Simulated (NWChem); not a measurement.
## Basis-set convergence for H3ISi

```xyz
5

Si     1.8526     0.0383     0.0000
I     -0.6210    -0.0128     0.0000
H      2.3102     0.7528     1.2209
H      2.3102     0.7528    -1.2209
H      2.3539    -1.3614     0.0000
```
Charge 0, spin multiplicity 1.

Everything below was run with NWChem. Structure: optimised with B3LYP/def2-SVP with def2 effective core potentials on I, a minimum by its harmonic frequencies.

Quantity: vertical ionisation energy at the level ΔPBE0 (Δ: difference of total energies, the cation a doublet at the parent's geometry with its hole in an orbital of symmetry a" (Cs labels); it is the state that the SCF runs reached, from PBE0 orbitals for Hartree-Fock references, and need not be the lowest).

Effective core potentials replace the inner electrons of I; spin-orbit coupling is left out. The structure started from a generated list of species. No SCF solution was tested for a lower state.

The cost column gives rough processor time relative to def2-SVPD; each entry includes its own SCF.

```json
[
 {"basis": "def2-SVPD", "functions": "83", "vertical ionisation energy (eV)": "9.97", "relative cost": "1"},
 {"basis": "def2-TZVP", "functions": "105", "vertical ionisation energy (eV)": "9.94", "relative cost": "under 3"},
 {"basis": "def2-TZVPD", "functions": "129", "vertical ionisation energy (eV)": "9.94", "relative cost": "under 3"},
 {"basis": "def2-TZVPP", "functions": "134", "vertical ionisation energy (eV)": "9.94", "relative cost": "under 3"},
 {"basis": "def2-QZVP", "functions": "242", "vertical ionisation energy (eV)": "9.93", "relative cost": "40"}
]
```

Smallest basis within 0.1 eV of def2-QZVP, the largest set run: def2-SVPD, with 83 functions against 242 and about 3 % of the time (also within reach: def2-TZVP, def2-TZVPD, def2-TZVPP). def2-QZVP isn't the basis-set limit itself, and a small set can land close by cancellation.
